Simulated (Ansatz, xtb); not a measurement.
**Relative energy of two isomers of C4H2BrFS**

Structure X: `Fc1ccc(Br)s1`, a singlet. Structure Y: `Fc1cscc1Br`, a singlet. Both are isolated molecules in the gas phase, relaxed with B3LYP/def2-SVP.

X (Å):

```xyz
9

C     0.4422   -1.0537    1.5931
C     0.8977   -0.7285    0.3495
C     2.0424    0.1313    0.4172
C     2.4089    0.4234    1.7031
Br    3.8414    1.5058    2.2638
F    -0.5929   -1.8264    1.8916
S     1.3721   -0.3386    2.8864
H     0.4359   -1.0873   -0.5703
H     2.5700    0.5155   -0.4559
```

Y (Å):

```yaml
atoms:
  - { symbol: C, position_ang: [0.6604, -0.3157, 1.5671] }
  - { symbol: C, position_ang: [0.8173, 1.0106, 1.2712] }
  - { symbol: C, position_ang: [2.7189, -0.4032, 0.4863] }
  - { symbol: C, position_ang: [1.7474, -1.1326, 1.1199] }
  - { symbol: Br, position_ang: [1.7922, -2.9971, 1.3947] }
  - { symbol: F, position_ang: [-0.3894, -0.8207, 2.2064] }
  - { symbol: S, position_ang: [2.3095, 1.2776, 0.4348] }
  - { symbol: H, position_ang: [0.1348, 1.8254, 1.5037] }
  - { symbol: H, position_ang: [3.6473, -0.7665, 0.0506] }
```

Question: Estimate which is lower in electronic energy at CCSD(T)/def2-SVP + ΔMP2/def2-TZVPP, and by roughly how much.

Answer: The CCSD(T)/def2-SVP + ΔMP2/def2-TZVPP calculation puts structure Y lower, by 21.0 kJ/mol.

Level by level:

```
                             level        geometry  E(Y) − E(X) (kJ/mol)  departure from the last row (kJ/mol)  job, with rough time for the two
                          GFN2-xTB        GFN2-xTB                   −10.2                                 +10.8              optimisation, 0.33 s
                         HF/STO-3G        GFN2-xTB                    +0.7                                 +21.7               single point, 2.1 s
                r2SCAN-D4/def2-SVP        GFN2-xTB                   −18.9                                  +2.1               single point, 7.2 s
                    B3LYP/def2-SVP  B3LYP/def2-SVP                   −18.3                                  +2.8                optimisation, 68 s
                       HF/def2-SVP  B3LYP/def2-SVP                   −22.0                                  −1.0           part of the CCSD(T) run
                      MP2/def2-SVP  B3LYP/def2-SVP                   −20.0                                  +1.0           part of the CCSD(T) run
                  CCSD(T)/def2-SVP  B3LYP/def2-SVP                   −18.7                                  +2.3                      single point
CCSD(T)/def2-SVP + ΔMP2/def2-TZVPP  B3LYP/def2-SVP                   −21.0                                                   single point, 2.4 min
```

As drawn, both hold the same kinds of bond in the same numbers.

HF/STO-3G finds them nearly level. The largest departure from CCSD(T)/def2-SVP + ΔMP2/def2-TZVPP is that of HF/STO-3G, 21.7 kJ/mol. The last row adds to CCSD(T) the change of the MP2 difference between the two basis sets, here −2.3 kJ/mol.

With thermal terms from frequencies at re-optimised GFN2-xTB minima (ideal gas, soft modes damped towards free rotors, one conformer each, 298.15 K, 1 atm): the zero-point term adds −0.2 kJ/mol; ΔH is −21.4 and ΔG −21.2 kJ/mol.

The correlated steps freeze 19 core orbitals; the filled d shell of Br is correlated, in a basis made for valence electrons. Programs: Ansatz 0.2.0, xtb 6.7.1; the last row on 2 threads of Intel(R) Xeon(R) Processor @ 2.70GHz on a shared host.
